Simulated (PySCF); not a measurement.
Computed shifts of a molecule C₃H₇NSi, PBE/pcSseg-1 (PySCF), GIAO, gas phase, atoms alike by connectivity averaged where their shifts nearly agree, in ppm (number of nuclei): ¹³C: 87.2 (1), 75.8 (1), 41.2 (1). ¹⁵N: 31.5 (1). ²⁹Si: -52.3 (1). ¹H: 5.07 (3), 4.23 (1), 3.75 (1), 2.28 (1), 0.09 (1). References: ¹³C against TMS (σ = 182.0 ppm); ¹⁵N against NH3 (σ = 267.0 ppm); ²⁹Si against TMS (σ = 335.4 ppm); ¹H against TMS (σ = 31.49 ppm), references at their B3LYP-D3(BJ)/def2-TZVP geometries, non-relativistic. Geometry optimised at PBE0-D3(BJ)/def2-SVP. Other conformers were not sampled.

Question: Identify the compound among the candidates.
A) [SiH3]N1C=CC1
B) NCC#C[SiH3]
C) C[Si@@H]1C=NC1
D) C#CCN[SiH3]

Answer: D, C#CCN[SiH3]
